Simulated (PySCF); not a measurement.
C2ClO2Pt, SMILES [C-](->[Pt+]([Cl])<-[C-]#[O+])#[O+], charge +1, multiplicity 1.

Coordinates come from a PBE0-D3(BJ)/def2-SVP optimisation. A frequency run showed that this geometry is not a minimum. The multiplicity is an assumed one; other spin states were not compared. The isomer is the one that the SMILES or the coordinates give; other isomers of the formula were not compared. The def2 effective core potentials stand for the cores of Pt; spin–orbit coupling is left out.

Computed with CAM-B3LYP/def2-TZVP (PySCF).

Computed frontier levels, gap, dipole moment and polarisability:
| Quantity | Result |
|---|---|
| highest occupied level | -15.43 eV |
| lowest empty level | -9.04 eV |
| orbital gap | 6.39 eV |
| dipole moment about the centre of nuclear charge | 2.86 D |
| mean static polarisability | 68.2 bohr³ (10.10 Å³) |
| polarisability, principal values | 38.7, 65.2, 100.6 bohr³ |
